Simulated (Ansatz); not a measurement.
Basis-set extrapolation for C3H6Si (`CC1=C[SiH2]1`) (PBE0-D4/def2-TZVP geometry, frozen core, the Gaussian-basis code of Ansatz). Multiplicity 1, RHF reference.

```csv
,def2-TZVPP,def2-QZVPP
HF,-406.012052,-406.026313
MP2 correlation,-0.609128,-0.648726
CCSD(T) correlation,-0.677947,not run
```

Energies in hartree. Use E(X) = E(∞) + A·exp(−7.88·√X) for Hartree–Fock and E(X) = E(∞) + B·X^(−2.97) for correlation, with X = 3 and 4, and add CCSD(T) minus MP2 of the smaller set to the MP2 limit.

Question: What is the CCSD(T) energy at the basis-set limit?

Answer: HF limit: -406.026313 + (-0.014261) × 0.13774 = -406.02828. MP2 limit: -0.648726 + (-0.039598) × 0.74074 = -0.67806. Higher-order term: -0.677947 − (-0.609128) = -0.06882. Total: -406.77516 hartree, 2.32 eV below CCSD(T)/def2-TZVPP.
